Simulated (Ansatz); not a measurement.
The first iterations of a band of BF2HO + H2 (7 atoms, charge 0, multiplicity 1).

Computed with RKS PBE0-D4/6-31G* (Ansatz 0.2.0).

```yaml
movable_images: 5
climbing_image: yes
spring: 5.0 eV/Å²
optimiser: quadratic models (default)
start_path: through a guess of the saddle point
force_threshold: 0.05 eV/Å
iteration_limit: 60
end_points: relaxed
```

Initial state:

```xyz
7
Properties=species:S:1:pos:R:3
B -0.036 -0.684 0.008
O 0.045 -0.402 1.326
H -0.821 -0.213 1.705
F 1.062 -0.966 -0.666
F -1.198 -0.686 -0.638
H -0.012 2.976 1.276
H 0.172 2.256 1.314
```

Final state:

```xyz
7
Properties=species:S:1:pos:R:3
B 0.130 0.502 -0.087
O -0.263 0.484 1.679
H 0.135 -0.351 1.979
F 0.877 -0.632 -0.140
F -1.131 0.381 -0.577
H 0.688 1.554 -0.215
H -1.224 0.343 1.686
```

| iteration | highest image above the first end (eV) | largest band force component (eV/Å) |
| --- | --- | --- |
| 1 | 8.870 | 36.246 |
| 2 | 2.310 | 4.441 |
| 3 | 2.077 | 9.523 |
| 4 | 1.974 | 1.526 |

Q: Does the band converge within its limit, and where does its top end?

A: It converged. It ended after 12 iterations with the highest image 2.035 eV above the first end. Neighbouring images differ by up to 1.9 eV, so the band resolves the path poorly. A vibrational analysis at the climbing image gives one clearly imaginary mode, 1465i cm⁻¹: a first-order saddle point. The orbitals stay closed-shell, which can raise the energy where a bond breaks towards radicals; this wasn't checked here.

Time of the run: 99 s on 1 thread of Arm Neoverse V2, on a shared host, peak memory 0.11 GiB.
